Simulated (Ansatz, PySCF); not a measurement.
Reaction R1 + R2 → P1 + P2, each structure at its B3LYP-D3(BJ)/def2-TZVP stationary point, reached from a drawn start (curvature not checked).
P1: Cl atom, charge 0, multiplicity 2.
R1: F atom, charge 0, multiplicity 2.
R2: HCl (SMILES Cl), charge 0, multiplicity 1.
P2, HF (SMILES F) (charge 0, multiplicity 1, Z-matrix in Å and degrees):
```
F
H 1 0.9245
```

P less R. No zero-point or thermal terms; singlets are restricted closed shells; open shells are unrestricted; no spin–orbit coupling.

Run with Ansatz (a program for electronic structure); PySCF for M06-2X. Each number belongs to the level named beside it.

### Question
One of these levels gives -19.06 kcal/mol for the reaction energy. Name it.
A. HF/aug-cc-pV(D+d)Z
B. M06-2X/def2-TZVPPD
C. BLYP/def2-TZVPPD
D. BHLYP/def2-TZVPPD

### Answer
A, HF/aug-cc-pV(D+d)Z. The others give -36.41 (BLYP/def2-TZVPPD), -29.28 (BHLYP/def2-TZVPPD), -33.53 (M06-2X/def2-TZVPPD)
